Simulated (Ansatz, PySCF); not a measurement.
Gas-phase reaction (SMILES): O[Si](O)(O)S [thiosilicic acid] + Cl (HCl) -> O[Si](O)(O)Cl [chloro(trihydroxy)silane] + S (H2S); hydrogen chloride cleaves one Si-S bond, a model of a ligand-exchange step.

Structures are relaxed separately at B3LYP-D3(BJ)/def2-TZVP in Ansatz (a first-principles code), one conformer each, not searched for the lowest. Correlated levels leave the core frozen unless marked. Spin-orbit coupling is left out. No relativistic terms. Basis-set limits of correlation are two-point, X^-3; Hartree-Fock from the larger set. [CCSD(T)-MP2]/basis is that difference in the basis named. Thermal terms are rigid-rotor harmonic-oscillator values from B3LYP-D3(BJ) frequencies (Ansatz or PySCF) at 298.15 K and 1 atm. 1 Eh = 627.5095 kcal/mol.

```json
[
 {"species": "O[Si](O)(O)S", "E, RI-MP2/CBS(aug-cc-pV(T+d)Z,aug-cc-pV(Q+d)Z)+[CCSD(T)-MP2]/aug-cc-pV(T+d)Z (Ansatz) (Eh)": "-914.97983", "E, r2SCAN-D4/def2-TZVPD (Ansatz + dftd4) (Eh)": "-915.93507", "H - E (Eh)": "0.06153"},
 {"species": "Cl (HCl)", "E, RI-MP2/CBS(aug-cc-pV(T+d)Z,aug-cc-pV(Q+d)Z)+[CCSD(T)-MP2]/aug-cc-pV(T+d)Z (Ansatz) (Eh)": "-460.37874", "E, r2SCAN-D4/def2-TZVPD (Ansatz + dftd4) (Eh)": "-460.78611", "H - E (Eh)": "0.01000"},
 {"species": "O[Si](O)(O)Cl", "E, RI-MP2/CBS(aug-cc-pV(T+d)Z,aug-cc-pV(Q+d)Z)+[CCSD(T)-MP2]/aug-cc-pV(T+d)Z (Ansatz) (Eh)": "-976.40476", "E, r2SCAN-D4/def2-TZVPD (Ansatz + dftd4) (Eh)": "-977.36379", "H - E (Eh)": "0.05273"},
 {"species": "S (H2S)", "E, RI-MP2/CBS(aug-cc-pV(T+d)Z,aug-cc-pV(Q+d)Z)+[CCSD(T)-MP2]/aug-cc-pV(T+d)Z (Ansatz) (Eh)": "-398.97028", "E, r2SCAN-D4/def2-TZVPD (Ansatz + dftd4) (Eh)": "-399.37410", "H - E (Eh)": "0.01881"}
]
```

### Question
Work out ΔE and ΔH at 298.15 K at the first level, then ΔH at the second.

### Answer

1. ΔE = [(-976.40476) + (-398.97028)] - [(-914.97983) + (-460.37874)] = -0.01647 Eh = -10.3 kcal/mol at RI-MP2/CBS(aug-cc-pV(T+d)Z,aug-cc-pV(Q+d)Z)+[CCSD(T)-MP2]/aug-cc-pV(T+d)Z.
2. The terms H - E add up to 0.00001 Eh, so ΔH = (-0.01647 + (0.00001))×627.5095 = -10.3 kcal/mol.
3. At r2SCAN-D4/def2-TZVPD the same steps give ΔE = -10.5 and ΔH = -10.5 kcal/mol, a shift of -0.2 from the first level.
4. These values are not checked against measurement here, since the tables used lack a sound gas-phase enthalpy of formation for at least one species.
